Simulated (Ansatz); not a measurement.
Li₆Al. Charge 0, multiplicity 2. Geometry PBE0-D4/def2-TZVP; atoms count from 1.

Cartesian coordinates in Å:
```
Al -0.562 0.523 1.343
Li 1.928 -0.117 0.849
Li -0.643 -1.949 0.488
Li 0.022 0.238 -1.291
Li 0.091 2.783 0.205
Li -2.660 0.818 -0.186
Li 1.824 -2.296 -1.407
```

Another isomer (doublet) lies 0.38 eV lower at PBE0-D4/def2-TZVP; other spin states weren't run for this one.

**Question.** Estimate the Mulliken populations from the PBE0/def2-TZVP orbitals of Ansatz.

**Answer.** 
```tsv
atom	charge (e)	spin (α − β)
Al1	-1.36	0.78
Li2	0.33	-0.05
Li3	0.34	-0.05
Li4	0.10	-0.12
Li5	0.35	0.03
Li6	0.35	0.03
Li7	-0.11	0.39
```
Mulliken values depend strongly on the basis.

**Question.** Where does the spin sit?

**Answer.** Summed by element: Al 0.78, Li 0.22, of 1 unpaired in all. Largest on single atoms: Al1 0.78, Li7 0.39, Li4 -0.12.

**Question.** And the Mayer bond orders between heavy atoms (over 0.3)?

**Answer.** Al1–Li2 0.44 (2.62 Å); Al1–Li3 0.44 (2.62 Å); Al1–Li4 0.59 (2.71 Å); Al1–Li5 0.63 (2.61 Å); Al1–Li6 0.63 (2.61 Å).
